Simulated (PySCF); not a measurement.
B₄⁺, doublet: data card

Method: PySCF, UPBE0, basis B def2-TZVP (no relativity, density fitting).

The structure is a minimum.

Z-matrix (Å, degrees; charge 1 multiplicity 2):
```
B
B  1 1.5448
B  2 1.5448 1 99.10
B  1 1.5448 2 80.90 3 0.00
```

```json
{
 "Point group": "D2h",
 "Bond lengths": "B–B 1.545 Å (×4), B–B 2.005 Å",
 "Bond angles": "B–B–B 49.5° (×4), B–B–B 80.9° (×2), B–B–B 99.1° (×2)",
 "Zero-point energy": "30.6 kJ/mol",
 "Principal polarisabilities": "35.7, 49.0, 61.9 bohr³",
 "Rotational constants": "0.7621, 0.554, 0.3208 cm⁻¹",
 "Heat capacity Cp at 298.15 K": "51.9 J/(mol K)",
 "Enthalpy at 298.15 K above 0 K": "12.55 kJ/mol",
 "Rotational symmetry number": "4",
 "Dipole moment about the centre of mass": "0.00 D",
 "Principal quadrupole moments (Buckingham, traceless) about the centre of mass": "-7.96, 2.20, 5.76 D Å",
 "Lowest empty level (β)": "-11.33 eV",
 "Highest occupied level (α)": "-14.29 eV",
 "Spin squared ⟨S²⟩": "0.764",
 "Entropy at 298.15 K and 1 bar (electronic part: spin only)": "256.7 J/(mol K)"
}
```

Harmonic modes (masses in u: B 11.009):
```
symmetry  ω (cm⁻¹)  IR (km/mol)  μ (u)
      ag       246          0.0  11.01
     b3u       295          0.0  11.01
     b2u      1083         17.7  11.01
     b3g      1120          0.0  11.01
      ag      1148          0.0  11.01
     b1u      1215         14.0  11.01
```

In D2h the vibrations span 2ag + b3u + b2u + b3g + b1u. The ag, b3g modes carry no infrared intensity, as symmetry demands. With a centre of inversion only u modes can be infrared active and only g modes Raman active.

Charges (e):
| atom | Mulliken | Löwdin | polar tensor | spin (Mulliken) | Mayer order to B1 |
| --- | --- | --- | --- | --- | --- |
| B1 | 0.28 | 0.29 | 0.24 | 0.32 | – |
| B2,4 | 0.22 | 0.21 | 0.26 | 0.18 | 1.31 |
| B3 | 0.28 | 0.29 | 0.24 | 0.32 | 0.47 |
Other Mayer orders above 0.3: B–B 0.64, B–B 1.31 (×2).

Mulliken populations on B1: s 2.97, p 1.69, d 0.07, f 0.00.

Only a few start shapes were tried, so a lower isomer may exist.

The final relaxation and frequency run took 26 s on 4 threads of a shared Arm Neoverse V2 host, with 124 basis functions and 10 gradients; the process peaked at 1.3 GiB. Launch command: `OMP_NUM_THREADS=4 python axn.py task.json out`.
